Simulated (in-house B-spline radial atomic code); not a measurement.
How numerical settings move a run on Pm III (Pm2+), [Xe] 4f5. Computed with an all-electron radial atomic-structure program (B-spline basis): scalar-relativistic (X2C) LDA PW92, spherical fractional occupations, Fermi nucleus of rms radius 4.962 fm.

Command:
```bash
python run_scf.py task.json out
```
Settings of the sound reference run:
```
Z                61
electrons        59
configuration    [Xe] 4f5
hamiltonian      x2c
method           lda,pw
spin_polarised   False
nucleus          fermi
rms_radius       4.961999
mass_number      145
atomic_mass      144.9128
speed_of_light   137.036
knot_spacing     0.22
spline_order     8
gauss_points     12
box_radius       22.22
max_iterations   70
damping          0.5
damped_steps     3
diis_vectors     10
tolerance        1e-08
start            Thomas-Fermi
```

Run time, properties included: 0.35 s on 1 thread of Arm Neoverse N1 (shared host).

It converges in 10 iterations to -10011.374411 hartree, with 4f at -15.5012 eV. The other runs change the listed settings, some to values that make no sense; their results aren't properties of the atom or ion. Radii are in bohr (the nuclear one in fm), a minus after a letter asks for a j subshell, and «unchanged» means within 1e-8 hartree. The run stops when the residual is below 10 × tolerance × max(1, Z/10), or a noise floor if that is larger, and the energy moves by less than 1e-8 × √|E| hartree; so very loose and very tight tolerances often act alike.

| changed settings | outcome |
| --- | --- |
| tolerance = 1e-13 | converged in 11 iterations, energy unchanged, 4f level +4.0e-05 eV |
| first_knot = 0.0492 | converged in 10 iterations, energy +1.11e+01 hartree from the reference, 4f level -1.5e-02 eV |
| knot_spacing = 0.4, max_iterations = 60, damping = 0.8 | converged in 12 iterations, energy +5.99e-03 hartree from the reference, 4f level +1.6e-04 eV |
| box_radius = 3.33 | converged in 9 iterations, energy +3.45e-01 hartree from the reference, 4f level +4.8e+00 eV (the program warns: 4f reaches the box edge; 4d reaches the box edge) |
| first_knot = 1.64e-06 | converged in 10 iterations, energy +4.34e-06 hartree from the reference, 4f level -3.9e-06 eV |
| first_knot = 0.000164 | converged in 10 iterations, energy +5.83e-05 hartree from the reference, 4f level -9.9e-07 eV |
| first_knot = 1.64e-05 | converged in 10 iterations, energy +6.30e-08 hartree from the reference, 4f level -7.6e-07 eV |
| box_radius = 6.67 | converged in 10 iterations, energy +2.06e-04 hartree from the reference, 4f level +1.9e-02 eV (the program warns: 4f reaches the box edge; 5s reaches the box edge) |
| max_iterations = 75, damped_steps = 0, diis_vectors = 1, start = bare nucleus | not converged after 75 iterations, last residual 2.3e+00, last energy +8.53e+01 hartree from the reference |
| knot_spacing = 0.15, spline_order = 10, gauss_points = 6, max_iterations = 75, diis_vectors = 20 | converged in 10 iterations, energy -1.20e-08 hartree from the reference, 4f level -4.1e-07 eV |
| box_radius = 44.44 | converged in 10 iterations, energy -1.14e-06 hartree from the reference, 4f level -4.8e-07 eV |
| electrons = 60, configuration = [Xe] 4f5 6p-1, max_iterations = 50 | stopped with error: j subshells need the Dirac Hamiltonian and l > 0 |
| box_radius = 1.33 | converged in 8 iterations, energy +7.43e+01 hartree from the reference, 4f level +1.6e+02 eV (the program warns: 4f has a positive eigenvalue: unbound, held by the box; 4d has a positive eigenvalue: unbound, held by the box) |
| box_radius = 0.89 | converged in 8 iterations, energy +4.00e+02 hartree from the reference, 4f level +4.8e+02 eV (the program warns: 4f has a positive eigenvalue: unbound, held by the box; 4s has a positive eigenvalue: unbound, held by the box) |
| first_knot = 0.0164 | converged in 10 iterations, energy +8.82e-01 hartree from the reference, 4f level -1.3e-03 eV |
| box_radius = 11.11, max_iterations = 60, damping = 0.8, diis_vectors = 4, start = bare nucleus | converged in 14 iterations, energy +7.90e-08 hartree from the reference, 4f level -2.6e-05 eV |
| first_knot = 0.00492 | converged in 10 iterations, energy -4.20e-01 hartree from the reference, 4f level +5.5e-04 eV |

What happens with first_knot = 0.00164?

Converged in 10 iterations, energy -1.69e-01 hartree from the reference, 4f level +2.2e-04 eV.

What happens with hamiltonian = dirac, method = hf, speed_of_light = 45.75632?

Stopped with error: Z/c is past the critical charge.

What happens with tolerance = 1e-06?

Converged in 9 iterations, energy unchanged, 4f level -1.2e-03 eV.

What happens with box_radius = 4.44?

Converged in 10 iterations, energy +2.40e-02 hartree from the reference, 4f level +7.3e-01 eV (the program warns: 4f reaches the box edge; 5s reaches the box edge).
